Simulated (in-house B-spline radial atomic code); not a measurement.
RPA and G0W0 on LDA VWN5: H

Configuration 1s1, highest spin, mean-field start LDA VWN5. Computed with an all-electron radial atomic-structure program (B-spline basis): all electrons, scalar-relativistic (spin-free one-electron X2C), finite nucleus, each spin shell either full or empty, empty states to l = 9 with an (l + 1/2)⁻⁴ tail; G0W0 by contour deformation at full frequency.

With one electron the exact correlation energy is zero, so what RPA and GW give is self-correlation.

Command:
```bash
python run_gw.py task.json out
```
Settings (radii: box in bohr, nucleus in fm):
```
Z                        1
electrons                1
configuration            1s1
hamiltonian              x2c
method                   lda,vwn
lmax                     9
rms_radius               0.8409
spin_polarised           True
box_radius               40
intervals                79
ion_configuration        bare nucleus
```

Run time, properties included: 1 s on 1 thread of Arm Neoverse N1, on a shared host.

Energies (hartree):

| term | value |
| --- | --- |
| mean-field total | -0.47868 |
| Hartree-Fock functional on these orbitals | -0.49898 |
| direct second order | -0.023612 |
| second-order exchange | 0.023612 |
| SOSEX correction | 0.020906 |

Task: What is the RPA correlation energy, and what remains with SOSEX?

Result: RPA gives -0.020905 hartree (-0.569 eV per electron); RPA + SOSEX gives 0, and the second-order doubles 0 hartree (no singles). SOSEX takes back 100 % of the RPA value.

Quasi-particle levels (eV):

| level | occupied | mean field | Σx - vxc | Σc | QP weight | G0W0 |
| --- | --- | --- | --- | --- | --- | --- |
| 1s up | yes | -7.319 | -6.26 | ? | ? | ? |

G0W0 = mean field + (Σx - vxc) + Σc, with Σc (partial-wave tail included) taken at the quasi-particle energy.

Task: Where does G0W0 put 1s up?

Result: At -12.441 eV, with Σc = 1.14 eV and a quasi-particle weight of 0.714. The tabulated removal energy is 13.598 eV (NIST, tabulated theory).

Task: What does it cost to remove one electron (to the bare nucleus) by differences of total energies, each species on its own start (correlation terms add to the Hartree-Fock functional)?

Result: LDA VWN5 13.025 eV, Hartree-Fock functional 13.578 eV, + RPA 14.147 eV, + RPA + SOSEX 13.578 eV, + second order 13.578 eV. Tabulated: 13.598 eV (NIST, tabulated theory).
